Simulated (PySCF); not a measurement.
Predicted microwave data (PBE0-D3(BJ)/def2-SVP geometry optimisation, gas phase (PySCF)) for one isomer of C7H15B:

```
Rotational constants : A = 2475, B = 1049, C = 775.5 MHz
Dipole components    : |μa| = 0.37 D, |μb| = 0.49 D, |μc| = 0.16 D
Inertial defect      : -34.36 u·Å²
κ                    : -0.68
```

Question: Which candidate fits, each taken in the one conformer that was computed?
A. `[CH2:1]=[CH:2][CH2:3][B:4]([CH3:5])[CH2:6][CH2:7][CH3:8]` with C1–C2–C3–B4 -107°, C2–C3–B4–C5 -174°, C3–B4–C6–C7 177°, B4–C6–C7–C8 179°
B. `[CH3:1][C@@H:2]1[BH:3][CH2:4][CH2:5][CH2:6][C@H:7]1[CH3:8]` with C1–C2–B3–C4 -155°, C2–B3–C4–C5 21°, B3–C4–C5–C6 -40°, C4–C5–C6–C7 61°
C. `[CH3:1][CH2:2][C@@H:3]1[CH2:4][BH:5][CH2:6][CH2:7][CH2:8]1` with C1–C2–C3–C4 -169°, C2–C3–C4–B5 -165°, C3–C4–B5–C6 20°, C4–B5–C6–C7 -20°, B5–C6–C7–C8 38°

Answer: A. It is C=CCB(C)CCC, an asymmetric top, point group C1. The candidates at the same level (rigid rotor, commonest isotopes):

| SMILES | A (MHz) | B (MHz) | C (MHz) | μa (D) | μb (D) | μc (D) | Δ (u·Å²) | point group | rotor |
| --- | --- | --- | --- | --- | --- | --- | --- | --- | --- |
| C=CCB(C)CCC | 2475 | 1049 | 775.5 | 0.37 | 0.49 | 0.16 | -34.36 | C1 | asymmetric top |
| CC[C@@H]1CBCCC1 | 3856 | 1300 | 1037 | 0.31 | 0.35 | 0.16 | -32.74 | C1 | asymmetric top |
| C[C@@H]1BCCC[C@H]1C | 2645 | 1848 | 1183 | 0.11 | 0.45 | 0.07 | -37.35 | C1 | asymmetric top |

`CC[C@@H]1CBCCC1` has A 56 % too high; `C[C@@H]1BCCC[C@H]1C` has B 76 % too high. No structure here is proved a minimum.
